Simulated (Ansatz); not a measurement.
Species: C3, charge 0, multiplicity 1. 
Structure (B3LYP-D3(BJ)/def2-TZVP (Ansatz, an electronic-structure program) minimum search):
SMILES: [C]=C=[C]
```xyz
3

C      0.0000     0.0000    -1.2873
C      0.0000     0.0000     0.0000
C      0.0000     0.0000     1.2873
```
Charge 0, spin multiplicity 1.

Basis-set convergence of Hartree-Fock and CCSD(T) correlation energies (hartree) with Ansatz. Valence correlation only, unless marked. Spin-orbit coupling is left out. No relativistic terms.

The Hartree-Fock reference is unstable (checked in the largest basis), which strains HF and MP2. 

```json
[
 {"basis": "aug-cc-pVDZ", "functions": "69", "E(HF)": "-113.36834", "E(corr, CCSD(T))": "-0.38464"},
 {"basis": "aug-cc-pVTZ", "functions": "138", "E(HF)": "-113.39041", "E(corr, CCSD(T))": "-0.44776"},
 {"basis": "aug-cc-pVQZ", "functions": "240", "E(HF)": "-113.39619", "E(corr, CCSD(T))": "-0.46630"}
]
```

Extrapolating the two largest sets (X = 3 and 4) as X^-3: E(corr) = (64·(-0.46630) - 27·(-0.44776))/37 = -0.4798 Eh, an estimate of the basis-set limit. The largest set recovers 97.2 % of it, the smallest 80.2 %.
